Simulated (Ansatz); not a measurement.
Coupled-cluster diagnostics for the cluster K₃H₃⁺, Ansatz.

Geometry of the doublet (B3LYP-D4/def2-TZVP):

| atom | x (Å) | y (Å) | z (Å) |
| --- | --- | --- | --- |
| K1 | -3.203 | -0.763 | -2.310 |
| K2 | 0.255 | -0.019 | 0.590 |
| K3 | 0.036 | 3.368 | -3.346 |
| H4 | -1.634 | -0.804 | -0.566 |
| H5 | 2.450 | -0.564 | 2.787 |
| H6 | 2.097 | -1.218 | 2.845 |

Correlated methods freeze 15 core orbitals; core or outer-core shells of K are correlated, in sets that lack core-valence functions. In the doublet, H5 and H6 lie 0.75 Å apart (atoms count from 1), so H2 has formed as a molecule. The structure comes from a short search, and lower isomers may exist.

(1) Estimate the CCSD(T) correlation energy, the shares of MP2 and (T), T1 and the reference's ⟨S²⟩ for: charge 1, doublet, own geometry in def2-TZVPP; and the rough time on 4 threads of Arm Neoverse V1 on a shared host.

## Answers

(1) 
```json
{"state": "charge 1, doublet, own geometry", "basis": "def2-TZVPP", "correlation (eV)": "-15.898", "MP2 share (%)": "90.4", "(T) share (%)": "1.1", "T1": "0.008", "⟨S²⟩ (pure)": "0.75 (0.75)", "wall time": "52 s"}
```
Customary marks for T1 are 0.02 (closed shells), 0.045 (open shells) and about 0.05 (3d metals). T1 stays under 0.02 throughout.
